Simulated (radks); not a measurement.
The numbers below are computed, except where a source is named.
Isoelectronic series with 44 electrons, each ion in its NIST ground configuration. Level of theory: Dirac Kohn-Sham, PBE, spin-unpolarised, spherical densities, finite nucleus; open shells are shared between the two j in proportion to 2j + 1; Fermi nuclear charge, rms radius of each element as measured or else 0.836 A^(1/3) + 0.57 fm (a radial shooting solver on a logarithmic mesh with Libxc functionals). Total energies (hartree) and mean radii <r> (bohr) (* marks an orbital that is empty in some or all of the ions):

| ion | configuration | E (hartree) | 5s1/2* | 4d5/2 | 4d3/2 | 4p3/2 |
|---|---|---|---|---|---|---|
| Ru | [Kr] 4d7 5s1 | -4531.46481 | 3.390 | 1.714 | 1.685 | 1.139 |
| Pd2+ | [Kr] 4d8 | -5045.74334 | 2.598 | 1.380 | 1.364 | 1.043 |
| Cd4+ | [Kr] 4d8 | -5591.55510 | 2.131 | 1.157 | 1.145 | 0.9523 |
| Sn6+ | [Kr] 4d8 | -6169.04916 | 1.835 | 1.011 | 1.001 | 0.8746 |
| Te8+ | [Kr] 4d8 | -6778.47671 | 1.624 | 0.9042 | 0.8956 | 0.8085 |
| Xe10+ | [Kr] 4d8 | -7420.16554 | 1.463 | 0.8210 | 0.8130 | 0.7517 |
| Ba12+ | [Kr] 4d8 | -8094.4800 | 1.334 | 0.7536 | 0.7460 | 0.7024 |
| Ce14+ | [Kr] 4d8 | -8801.8323 | 1.227 | 0.6975 | 0.6901 | 0.6593 |
| Nd16+ | [Kr] 4d8 | -9542.6706 | 1.138 | 0.6498 | 0.6427 | 0.6213 |
| Sm18+ | [Kr] 4d8 | -10317.4503 | 1.061 | 0.6087 | 0.6017 | 0.5874 |
| Gd20+ | [Kr] 4d8 | -11126.7446 | 0.9947 | 0.5728 | 0.5659 | 0.5571 |
| Dy22+ | [Kr] 4d8 | -11971.1076 | 0.9361 | 0.5412 | 0.5343 | 0.5298 |
| Er24+ | [Kr] 4d8 | -12851.1660 | 0.8840 | 0.5130 | 0.5062 | 0.5050 |
| Yb26+ | [Kr] 4d8 | -13767.5561 | 0.8374 | 0.4877 | 0.4809 | 0.4824 |
| Hf28+ | [Kr] 4d8 | -14721.0166 | 0.7954 | 0.4649 | 0.4580 | 0.4618 |
| W30+ | [Kr] 4d8 | -15712.3207 | 0.7572 | 0.4442 | 0.4373 | 0.4428 |
| Os32+ | [Kr] 4d8 | -16742.2640 | 0.7224 | 0.4253 | 0.4184 | 0.4253 |
| Pt34+ | [Kr] 4d8 | -17811.7988 | 0.6904 | 0.4079 | 0.4010 | 0.4091 |
| Hg36+ | [Kr] 4d8 | -18921.8383 | 0.6610 | 0.3920 | 0.3850 | 0.3940 |
| Pb38+ | [Kr] 4d8 | -20073.4573 | 0.6338 | 0.3773 | 0.3702 | 0.3800 |
